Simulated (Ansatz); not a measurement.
Energy difference R1 + R2 → P1 + P2, each structure at its B3LYP-D3(BJ)/def2-TZVP stationary point, reached from a drawn start (curvature not checked).
R1: F atom, charge 0, multiplicity 2.
P1: H atom, charge 0, multiplicity 2.
R2, H2 (SMILES [H][H]) (charge 0, multiplicity 1, Z-matrix in Å and degrees):
```
H
H 1 0.7440
```
P2: HF (SMILES F), charge 0, multiplicity 1.

P less R. No zero-point or thermal terms; singlets are restricted closed shells; open shells are unrestricted; no spin–orbit coupling.

Cores are frozen in the correlated methods. CBS(a, b) extrapolates the correlation energy as X⁻³ and adds the Hartree–Fock energy of set b.

Codes used: Ansatz (Gaussian orbitals). No computed number here is a measurement.

| level | reaction energy (eV) |
|---|---|
| PBE/def2-TZVPPD | -1.623 |
| revPBE/def2-TZVPPD | -1.416 |
| B97M-V/def2-TZVPPD | -1.291 |
| MP2/aug-cc-pVQZ | -1.769 |
| MP2/CBS(aug-cc-pVTZ, aug-cc-pVQZ) | -1.798 |
| CCSD/aug-cc-pVTZ | -1.245 |
| CCSD/aug-cc-pVQZ | -1.282 |
| CCSD(T)/aug-cc-pVDZ | [?] |
| CCSD(T)/CBS(aug-cc-pVTZ, aug-cc-pVQZ) | [?] |

Task: Fill in the missing entries.

Result: 
- CCSD(T)/aug-cc-pVDZ, reaction energy (eV): -1.312
- CCSD(T)/CBS(aug-cc-pVTZ, aug-cc-pVQZ), reaction energy (eV): -1.407

Ansatz is a program for electronic structure.
